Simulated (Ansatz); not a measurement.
The cluster Ag₂Cl⁺. Total charge 1; singlet. Geometry PBE0-D4/def2-TZVP, basis def2-TZVP, Ansatz.

```xyz
3

Ag   -0.242    0.353    2.079
Ag    0.954   -0.509   -1.827
Cl   -0.712    0.156   -0.252
```

| run | HOMO (eV) | LUMO (eV) |
| --- | --- | --- |
| A | -12.89 | -7.59 |
| B | -15.75 | -4.22 |
| C | -11.88 | -8.44 |
| D | -11.82 | -8.32 |
| E | -11.66 | -8.71 |
| F | -11.95 | -9.09 |

In the def2 sets Ag takes a core potential; there is no spin–orbit coupling. The structure comes from a short search, and lower isomers may exist.

Q: The runs used B97M-V, HF, LDA (SPW92), PBE, PBE0, r2SCAN. Estimate which is which.

A: A PBE0 (25 % exact exchange); B HF (100 % exact exchange); C B97M-V (0 % exact exchange); D r2SCAN (0 % exact exchange); E PBE (0 % exact exchange); F LDA (SPW92) (0 % exact exchange). Exact exchange lowers occupied and raises empty levels; among semilocal functionals meta-GGAs tend to open the gap a little, and such runs are hard to tell apart. The gap grows from 2.86 eV (LDA (SPW92)) to 11.53 eV (HF).
